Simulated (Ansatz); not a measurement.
Question: Name a neutral molecule of Al, C, S, Se and H with HOMO energy (PBE/def2-TZVPP) between -4.95 and -4.65 eV and HOMO energy (ωB97M-V/def2-TZVPP) between -7.95 and -7.65 eV (Ansatz, PBE0-D4/def2-TZVP geometry).

Answer: `[Se]=[C]1[AlH][S]1` (-4.73 eV, -7.73 eV). Other molecules can fit too; these were computed, each in one conformer that needn't be the lowest.
